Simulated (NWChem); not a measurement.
Molecule: SnH$_{2}$O$_{2}$F$_{2}$; SMILES [F][Sn]([OH])([OH])[F]

```xyz
7

O     -0.7309    -1.4146     1.0909
Sn     0.0000     0.0000    -0.0285
O      0.7309     1.4146     1.0909
F     -1.3114     0.7464    -1.2201
F      1.3114    -0.7464    -1.2201
H     -0.8306    -2.2405     0.5992
H      0.8306     2.2405     0.5992
```
Atoms are numbered in this order, from 1.

All runs: NWChem. STO-3G and 3-21G are far too small for this property and stand as cheap habits. All runs use the structure optimised with PBE0/def2-SVP. def2 effective core potentials on Sn; no spin-orbit coupling. B3LYP is NWChem's, with the RPA form of VWN correlation. Field at 589 nm.

For level B3LYP/STO-3G (all-electron, non-relativistic):

```
Quantity                          Value
--------------------------------  -----
isotropic polarisability (bohr³)   22.1
anisotropy (bohr³)                 11.0
```

**Question.** How do the values read with level B3LYP/def2-SVP (core potentials) instead?

**Answer.** 
| Property | Value |
|---|---|
| isotropic polarisability (bohr³) | 34.7 |
| anisotropy (bohr³) | 9.1 |
